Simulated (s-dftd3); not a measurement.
iodoethane (C2H5I), singlet, geometry from GFN2-xTB; D3(op) for tpssh in s-dftd3.

s-dftd3 was given this input:
```
$ s-dftd3 mol.xyz --op tpssh --json dftd3.json --noedisp --grad

# file mol.xyz
8

C     -2.41282299    -0.33439221    -0.19734937
C     -1.09297230    -1.03502268    -0.42130964
I      0.58937418     0.22523880     0.10213485
H     -2.53635536    -0.05580000     0.84720779
H     -3.22617604    -1.00502504    -0.47345954
H     -2.48722794     0.56497300    -0.80528000
H     -1.00085071    -1.92477394     0.19601841
H     -0.95144947    -1.30054098    -1.46567976
```

What the program printed (banner, timings and long lists left out):

```
-----------------------------------
 s i m p l e   D F T - D 3  v1.4.0
-----------------------------------

Optimized power damping: tpssh-D3(op)
--------------------
   s6        1.0000
   s8        0.4319
   s9        0.0000
   a1        0.5750
   a1        3.0000
  alp       14.0000
 beta        8.0000
--------------------

Dispersion energy:      -2.0439402506139E-03 Eh

Gradient norm:           8.2447392342763E-04 Eh/a0
--------------------------------------------------
     #    Z           dE/dx      dE/dy      dE/dz
--------------------------------------------------
     1    6 C     2.792E-04 -3.595E-05 -5.204E-06
     2    6 C    -1.245E-04  8.502E-05  2.824E-05
     3   53 I    -5.556E-04 -2.387E-04 -1.062E-04
     4    1 H     1.841E-04 -5.123E-05 -7.913E-05
     5    1 H     9.029E-05 -4.821E-05 -1.543E-05
     6    1 H     1.807E-04 -9.423E-05  3.533E-05
     7    1 H    -2.442E-05  2.256E-04 -1.909E-05
     8    1 H    -2.978E-05  1.577E-04  1.615E-04
--------------------------------------------------

Virial:
--------------------------------------------------
      component           x          y          z
--------------------------------------------------
          x      -3.817E-03 -5.347E-06 -9.981E-05
          y      -5.347E-06 -1.457E-03 -3.492E-04
          z      -9.981E-05 -3.492E-04 -6.620E-04
--------------------------------------------------

[Info] JSON dump of results written to 'dftd3.json'
```
